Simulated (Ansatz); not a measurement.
Computed with Ansatz on PBE0-D4/def2-TZVP structures; ΔE is electronic, products minus reactants. CBS: MP2 limit from def2 TZ/QZ plus the TZ coupled-cluster correction, frozen cores. For Ge outer-core shells are correlated without core-valence functions, which leaves a few kJ/mol of doubt a bond. Scalar relativity is left out up to krypton. One conformer a species, not always the lowest.

`[GeH3][SiH2][GeH3]` + `O[Si](F)(Cl)Cl` → `F[Si](Cl)(Cl)[O][GeH3]` + `[SiH3][GeH3]`  (cleavage of the Ge–Si bond)

| species | CCSD(T)/CBS(def2) energy (Eh) |
| --- | --- |
| `[GeH3][SiH2][GeH3]` | -4446.10285 |
| `O[Si](F)(Cl)Cl` | -1384.43664 |
| `F[Si](Cl)(Cl)[O][GeH3]` | -3461.76595 |
| `[SiH3][GeH3]` | -2368.78170 |

Problem. Work out ΔE.

Solution. ΔE = (-3461.76595) + (-2368.78170) − (-4446.10285) − (-1384.43664) = -0.00816 Eh = -0.22 eV.

Largest T1 diagnostic among the species: 0.012.

From PBE to PBE0 (25 % exact exchange), in def2-TZVPP and without D4, ΔE moves by −0.05 eV. Leaving LDA and LC-ωPBE aside and taking each functional with its dispersion term where it has one, the values, not all of them listed here, spread over 0.29 eV, from BHLYP-D4 to PBE-D4. LDA lies +0.04 eV from PBE without D4. At CCSD(T), def2-SVP lies −0.11 eV from the extrapolated value and def2-TZVPP −0.04 eV.
